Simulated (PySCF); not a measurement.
C₄H₆. Atoms are numbered in the order given.

```xyz
10

C     -0.2629    -1.9673     0.0000
C      0.1616    -0.8327     0.0000
C      0.6455     0.5478     0.0000
C     -0.4844     1.5885     0.0000
H     -0.6329    -2.9748     0.0000
H      1.2941     0.6993     0.8810
H      1.2941     0.6993    -0.8810
H     -0.0693     2.6082     0.0000
H     -1.1227     1.4752    -0.8894
H     -1.1227     1.4752     0.8894
```
Charge 0, spin multiplicity 1.

The structure is a stationary point at B3LYP-D3(BJ)/def2-SVP.

Level of theory: PBE/def2-TZVP run with PySCF.

ESP charges are fitted to the potential on shells at 1.4 to 2.0 van der Waals radii. Atomic charges (e):

```json
[
 {"atom": "C1", "Löwdin": "-0.12", "meta-Löwdin": "-0.24", "ESP fit": "-0.53"},
 {"atom": "C2", "Löwdin": "-0.12", "meta-Löwdin": "-0.03", "ESP fit": "0.02"},
 {"atom": "C3", "Löwdin": "-0.28", "meta-Löwdin": "-0.20", "ESP fit": "___"},
 {"atom": "C4", "Löwdin": "-0.30", "meta-Löwdin": "-0.33", "ESP fit": "___"},
 {"atom": "H5", "Löwdin": "0.13", "meta-Löwdin": "0.17", "ESP fit": "___"},
 {"atom": "H6", "Löwdin": "0.16", "meta-Löwdin": "0.14", "ESP fit": "0.02"},
 {"atom": "H7", "Löwdin": "0.16", "meta-Löwdin": "0.14", "ESP fit": "0.02"},
 {"atom": "H8", "Löwdin": "0.12", "meta-Löwdin": "0.12", "ESP fit": "0.07"},
 {"atom": "H9", "Löwdin": "0.13", "meta-Löwdin": "0.12", "ESP fit": "0.10"},
 {"atom": "H10", "Löwdin": "0.13", "meta-Löwdin": "0.12", "ESP fit": "0.10"}
]
```

### Question
Complete the blanks. (An estimate is asked for; the answer gives what the named calculation found.)

### Answer

- C3, ESP fit: 0.19
- C4, ESP fit: -0.30
- H5, ESP fit: 0.32

### Question
Give the Mayer and Wiberg (Löwdin basis) orders of the bonds. (The exact figures need the calculation; the answer reports its results.)

### Answer

| bond | Mayer | Wiberg |
|---|---|---|
| C1–C2 | 2.70 | 2.96 |
| C2–C3 | 1.16 | 1.31 |
| C3–C4 | 1.01 | 1.27 |
| C1–H5 | 1.01 | 0.92 |
| C3–H6 | 0.94 | 0.82 |
| C3–H7 | 0.94 | 0.82 |
| C4–H8 | 0.96 | 0.90 |
| C4–H9 | 0.97 | 0.91 |
| C4–H10 | 0.97 | 0.91 |
